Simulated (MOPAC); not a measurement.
Input for MOPAC: AM1 on BrGeH (SMILES [GeH][Br]), a point of a bond scan (R = 5.130 Å).

```
AM1 1SCF PRECISE CHARGE=0 THREADS=1
BrGeH

Ge    -0.68565162 1    -0.57867936 1     0.82194038 1
H     -4.00578346 1    -2.16124870 1    -2.75482135 1
Br     0.67611556 1     0.55974206 1    -0.74303699 1
```

Output:

```
*******************************************************************************
 **                                                                           **
 **                              MOPAC v23.2.5                                **
 **                                                                           **
 *******************************************************************************
 ** MOPAC's Digital Object Identifier: https://doi.org/10.5281/zenodo.6511958 **
 **                                                                           **
 ** Please cite the open-source release paper for use of this MOPAC version:  **
 ** J. E. Moussa and J. J. P. Stewart (2026)                                  **
 ** MOPAC: An open-source semiempirical molecular orbital program             **
 ** J. Open Source Softw., 11(119), 8025, https://doi.org/10.21105/joss.08025 **
 *******************************************************************************

                              AM1 CALCULATION RESULTS

 *******************************************************************************
 *  AM1        - The AM1 Hamiltonian to be used
 *
 *
 *
 *                 CHARGE ON SYSTEM = 0
 *
 *
 *
 *  PRECISE    - TIGHTER CRITERIA TO BE USED
 *  1SCF       - DO 1 SCF AND THEN STOP
 *  THREADS=1  - MULTI-THREADING NOT USED
 *  T=         - A TIME OF 172800.0 SECONDS REQUESTED
 *  DUMP=N     - RESTART FILE WRITTEN EVERY 7200.0 SECONDS REQUESTED
 *******************************************************************************
AM1 1SCF PRECISE CHARGE=0 THREADS=1
 BrGeH

   ATOM   CHEMICAL          X               Y               Z
  NUMBER   SYMBOL      (ANGSTROMS)     (ANGSTROMS)     (ANGSTROMS)

     1      Ge         -0.68565162  *  -0.57867936  *   0.82194038  *
     2       H         -4.00578346  *  -2.16124870  *  -2.75482135  *
     3      Br          0.67611556  *   0.55974206  *  -0.74303699  *



          CARTESIAN COORDINATES

    NO.       ATOM           X           Y           Z

     1        Ge         -0.6857     -0.5787      0.8219
     2         H         -4.0058     -2.1612     -2.7548
     3        Br          0.6761      0.5597     -0.7430

  H: (AM1): M.J.S. DEWAR ET AL, J. AM. CHEM. SOC. 107 3902-3909 (1985)
 Ge: (AM1): M.J.S.Dewar and C.Jie, Organometallics, 8, 1544, (1989)
 Br: (AM1): M.J.S. DEWAR AND E. G. ZOEBISCH, THEOCHEM, 180, 1 (1988).

           Empirical Formula: H Ge Br  =     3 atoms



      MOLECULAR POINT GROUP   :   Cs


      RHF CALCULATION, NO. OF DOUBLY OCCUPIED LEVELS = 6



 ALL CONVERGERS ARE NOW FORCED ON
 SHIFT=10, PULAY ON, CAMP-KING ON
 AND ITERATION COUNTER RESET



 -------------------------------------------------------------------------------
 AM1 1SCF PRECISE CHARGE=0 THREADS=1
 BrGeH



     1SCF WAS SPECIFIED, SO BFGS WAS NOT USED
     SCF FIELD WAS ACHIEVED


                              AM1 CALCULATION
                                                       MOPAC v23.2.5 Linux




          FINAL HEAT OF FORMATION =        179.00353 KCAL/MOL =     748.95077 KJ/MOL


          COSMO AREA              =        124.14 SQUARE ANGSTROMS
          COSMO VOLUME            =        101.31 CUBIC ANGSTROMS

          IONIZATION POTENTIAL    =          6.367175 EV
          HOMO LUMO ENERGIES (EV) =         -6.367 -3.576
          NO. OF FILLED LEVELS    =          6
          MOLECULAR WEIGHT        =        153.5019         POINT GROUP:  Cs

          MOLECULAR DIMENSIONS (Angstroms)

            Atom       Atom       Distance
           Br     3    H     2     5.77679
            H     2   Ge     1     2.09781
           Ge     1   Br     3     0.00000


          SCF CALCULATIONS        =          1





   ATOM   CHEMICAL          X               Y               Z
  NUMBER   SYMBOL      (ANGSTROMS)     (ANGSTROMS)     (ANGSTROMS)

     1      Ge         -0.68565162  *  -0.57867936  *   0.82194038  *
     2       H         -4.00578346  *  -2.16124870  *  -2.75482135  *
     3      Br          0.67611556  *   0.55974206  *  -0.74303699  *

                             CARTESIAN COORDINATES

   1   Ge       -0.685651620    -0.578679360     0.821940380
   2    H       -4.005783460    -2.161248700    -2.754821350
   3   Br        0.676115560     0.559742060    -0.743036990


           Empirical Formula: H Ge Br  =     3 atoms



      MOLECULAR POINT GROUP   :   Cs


                  EIGENVALUES
 -30.47164 -13.21711 -11.35054 -11.34010  -9.14926  -6.36717  -3.57629  -2.17782
  -0.75356


              NET ATOMIC CHARGES AND DIPOLE CONTRIBUTIONS

  ATOM NO.   TYPE          CHARGE      No. of ELECS.   s-Pop       p-Pop
    1         Ge           0.376789        3.6232     1.70257     1.92064
    2          H          -0.016390        1.0164     1.01639
    3         Br          -0.360399        7.3604     1.97288     5.38751
 DIPOLE           X         Y         Z       TOTAL
 POINT-CHG.    -2.096    -1.846     2.991     4.092
 HYBRID         1.666     1.452    -2.275     3.171
 SUM           -0.430    -0.394     0.716     0.923


          ATOMIC ORBITAL ELECTRON POPULATIONS

     Atom    s        px        py        pz
    1 Ge   1.70257   0.64682   0.29871   0.97511
    2  H   1.01639
    3 Br   1.97288   1.79909   1.83878   1.74965

 **********************
 *                    *
 * JOB ENDED NORMALLY *
 *                    *
 **********************




 == MOPAC DONE ==
```

The run finished.

Cost: roughly 0.07 core-seconds.
